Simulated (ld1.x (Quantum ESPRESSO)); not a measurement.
**Which change was made? (Be, TM)**

| Quantity | Value |
| --- | --- |
| Element | Be (Z = 4) |
| Generator | ld1.x (Quantum ESPRESSO) 7.5 |
| Type | norm-conserving Troullier–Martins (Kleinman–Bylander form) |
| Functional | PBEsol |
| Relativity | non-relativistic |
| Frozen core | [He] |
| Valence charge | 2 |
| Reference configuration | 2s1 2p1 |
| Partial waves | 2p (bound): rc 4.20 bohr; 2s (bound): rc 1.55 bohr |
| Local potential | the s channel |
| Core correction | a·sin(br)/r model core inside 0.90 bohr |

Cutoffs, loose and tight: the cutoffs (Ry, on a coarse ladder) from which the occupation-weighted sum of valence levels, in a spherical-Bessel basis at the reference potential, stays within 10 and 1 mRy of its value at 400 Ry. They do not see the model core or the augmentation charge, which bear on the density cutoff. Test errors are all-electron minus pseudo excitation energies from the reference, over the configurations 2s2 2p0; 2s1 2p0; 2s1.5 2p0; 2s0 2p2; 2s0 2p1; variants that change the core or the reference have their own tests.

The base gives: outcome: generated; cutoff, loose: 8 Ry; cutoff, tight: 15 Ry; bound ghosts: none; largest test error (meV): +74.

Q: After one change the result is: outcome: generated; cutoff, loose: 8 Ry; cutoff, tight: 30 Ry; bound ghosts: none; largest test error (meV): +52. Which change was it?
A. all radii but the core radius scaled by about 0.92 (s 1.42, p 3.86 bohr)
B. all radii but the core radius scaled by about 1.32 (s 2.04, p 5.54 bohr)
C. type PAW; waves now 2s (bound): rcut 1.35, rcutus 1.55 bohr; 2s channel at 0.85 Ry: rcut 1.35, rcutus 1.55 bohr; 2p (bound): rcut 3.65, rcutus 4.20 bohr; 2p channel at 3.7 Ry: rcut 3.65, rcutus 4.20 bohr; local potential all-electron potential smoothed inside 3.20 bohr (lloc = -2); augmentation BESSEL, radius 1.00 bohr
D. wave 2p (bound): rc 4.20 bohr becomes 2p (bound): rc 4.98 bohr
E. local potential all-electron potential smoothed inside 4.10 bohr (lloc = -1)

A: A. The others give: local potential all-electron potential smoothed inside 4.10 bohr (lloc = -1) → outcome: generated; cutoff, loose: 8 Ry; cutoff, tight: 15 Ry; bound ghosts: none; largest test error (meV): +98 | type PAW; waves now 2s (bound): rcut 1.35, rcutus 1.55 bohr; 2s channel at 0.85 Ry: rcut 1.35, rcutus 1.55 bohr; 2p (bound): rcut 3.65, rcutus 4.20 bohr; 2p channel at 3.7 Ry: rcut 3.65, rcutus 4.20 bohr; local potential all-electron potential smoothed inside 3.20 bohr (lloc = -2); augmentation BESSEL, radius 1.00 bohr → outcome: generated, overlap not positive; bound ghosts: not determined (overlap not positive); largest test error (meV): test run stopped at test 1 of 5 (negative rho) | all radii but the core radius scaled by about 1.32 (s 2.04, p 5.54 bohr) → outcome: generated; cutoff, loose: 8 Ry; cutoff, tight: 12 Ry; bound ghosts: none; largest test error (meV): +188 | wave 2p (bound): rc 4.20 bohr becomes 2p (bound): rc 4.98 bohr → outcome: generated; cutoff, loose: 8 Ry; cutoff, tight: 15 Ry; bound ghosts: none; largest test error (meV): +136. A file whose overlap is not positive is unfit for use, and its test errors describe a broken file.
